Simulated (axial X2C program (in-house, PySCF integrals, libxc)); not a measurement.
## SPrS⁻: the levels of the configuration f(δφ)1 s1 f(π)0

Calculated with an axial X2C code built on PySCF integrals: two-component X2C with atomic mean-field Coulomb and Gaunt terms, basis S dyall-v2z, Pr dyall-v2z (cores contracted in-house). Orbitals come from Hartree–Fock averaged over the configuration Pr f(δφ)1 s1 f(π)0; CI then distributes these electrons over the f(δφ), s, f(π) shells of Pr.

S–Pr–S held linear, both bonds 2.413 Å (near the minimum of the configuration average).

Lowest levels of this model:

| Ω | energy (cm⁻¹) | g∥ | configuration |
| --- | --- | --- | --- |
| 2 | 0 | 2.09 | 100% f(δφ)1 s1 |
| 3 | 157 | 6.11 | 100% f(δφ)1 s1 |
| 1 | 2484 | 0.09 | 100% f(δφ)1 s1 |
| 4 | 2577 | 10.00 | 100% f(δφ)1 s1 |
| 2 | 2627 | 4.09 | 100% f(δφ)1 s1 |
| 3 | 2787 | 6.00 | 100% f(δφ)1 s1 |
| 3 | 4576 | 7.89 | 100% f(δφ)1 s1 |
| 2 | 4793 | 3.91 | 100% f(δφ)1 s1 |
| 3 | 12800 | 4.11 | 100% f(δφ)1 f(π)1 |
| 4 | 13810 | 8.05 | 96% f(δφ)1 f(π)1 |
| 1 | 14924 | 0.03 | 98% f(δφ)1 f(π)1 |
| 2 | 15214 | 3.93 | 98% f(δφ)1 f(π)1 |
| 5 | 15272 | 11.99 | 95% f(δφ)1 f(π)1 + 5% f(δφ)2 |
| 4 | 15496 | 6.06 | 94% f(δφ)2 + 6% f(δφ)1 f(π)1 |
| 3 | 16506 | 7.58 | 100% f(δφ)1 f(π)1 |
| 0 | 17097 | 0.00 | 77% f(δφ)1 f(π)1 + 23% f(δφ)2 |
| 5 | 17156 | 10.04 | 96% f(δφ)2 |
| 0 | 17178 | 0.00 | 65% f(δφ)1 f(π)1 + 35% f(δφ)2 |
| 2 | 17234 | 2.79 | 98% f(δφ)1 f(π)1 |
| 1 | 17361 | 2.06 | 70% f(δφ)1 f(π)1 + 30% f(δφ)2 |
| 3 | 17940 | 6.38 | 100% f(δφ)1 f(π)1 |
| 4 | 18028 | 8.88 | 86% f(δφ)1 f(π)1 + 14% f(δφ)2 |
| 2 | 18290 | 4.99 | 87% f(δφ)1 f(π)1 + 13% f(δφ)2 |
| 6 | 18730 | 14.00 | 100% f(δφ)2 |
| 4 | 19383 | 9.15 | 98% f(δφ)1 f(π)1 |
| 0 | 21270 | 0.00 | 85% f(δφ)2 + 15% f(δφ)1 f(π)1 |
| 1 | 21505 | 3.53 | 68% f(δφ)2 + 32% f(δφ)1 f(π)1 |
| 1 | 23013 | 2.34 | 62% f(δφ)1 f(π)1 + 38% f(δφ)2 |

g∥ is the magnitude of 2⟨Lz + ge Sz⟩ for the +Ω component.

**Question.** From Ω and g∥ of the lowest level, whose 2⟨Lz + ge Sz⟩ is positive, find ⟨Sz⟩ and ⟨Lz⟩ (ge = 2.0023).

**Answer.** Ω = ⟨Lz⟩ + ⟨Sz⟩ = 2 and ⟨Lz⟩ + ge⟨Sz⟩ = 1.045, so ⟨Sz⟩ = -0.95 and ⟨Lz⟩ = 2.95.

Occupations of the active spinors in the lowest level by ω, shell by shell in order of energy: -7/2: 0.00; -5/2: 0.00 0.00; -3/2: 0.00 0.00; -1/2: 1.00 0.00; 1/2: 0.00 0.00; 3/2: 0.00 0.00; 5/2: 0.73 0.27; 7/2: 0.00. The leading determinant has weight 0.73 among 10.

This point took 1.5 s on 1 thread of Arm Neoverse V1 (shared host).

Dynamic correlation is missing, so gaps between terms are too wide and other configurations may lie lower; the lowest level listed is that of this model, not necessarily the ground state. At most 6 roots were kept for each Ω > 0 (twice that for Ω = 0) within 3.5 eV of the lowest, so higher up levels can be missing between those listed; levels with Ω > 0 are doubly degenerate and listed once, Ω = 0 levels singly. Some active spinors are only partly of the character that their shell is named for, so the shell names and counts are nominal. States that fill the shells left empty in the average are placed too high. For an anion, levels above electron detachment are held by the basis set. Along the bond the averaged SCF switches between close solutions, so this one may not be the lowest. The molecule was held linear; bending was not examined.
